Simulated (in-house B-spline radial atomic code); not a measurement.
Configurations of Rh³⁺, with energies counted from [Kr] 4d6. All numbers are computed (Dirac-Hartree-Fock, average of configuration; Fermi nucleus of rms radius 4.4945 fm) with an all-electron radial atomic-structure program (B-spline basis), not measured. Energies include first-order Breit, QED and recoil terms.

Occupations are held fixed; configurations that lie above the ionisation limit could autoionise.

| configuration | E - E(ref) (eV) | highest orbital | its <r> (bohr) |
| --- | --- | --- | --- |
| [Kr] 4d5 5s1 | 10.856 | 5s1/2 | 2.469 |
| [Kr] 4d5 4f1 | 30.913 | 4f5/2 | 3.922 |
| [Kr] 4d5 5f1 | 36.004 | 5f5/2 | 7.006 |
| [Kr] 4d5 7p1 | 36.218 | 7p3/2 | 8.821 |
| [Kr] 4d5 6g1 | 39.281 | 6g7/2 | 10.97 |
| [Ar] 3d10 4s2 4p5 4d7 | 51.32 | 4d5/2 | 1.356 |

(1) Order these further configurations by energy, lowest first.
A. [Ar] 3d10 4s2 4p5 4d6 4f1
B. [Ar] 3d10 4s2 4p5 4d6 6g1
C. [Ar] 3d10 4s2 4p5 4d6 6s1
D. [Kr] 4d5 5g1
E. [Kr] 4d5 8p1

(2) How far above the reference does [Kr] 4d5 8s1 lie?

(3) How far above the reference does [Kr] 4d5 8g1 lie?

Results:

(1) D (36.62 eV), E (39.072 eV), C (79.967 eV), A (82.664 eV), B (91.139 eV).

(2) 38.355 eV; its least bound orbital is 8s1/2 with <r> = 11.74 bohr.

(3) 41.93 eV; its least bound orbital is 8g7/2 with <r> = 21.45 bohr.
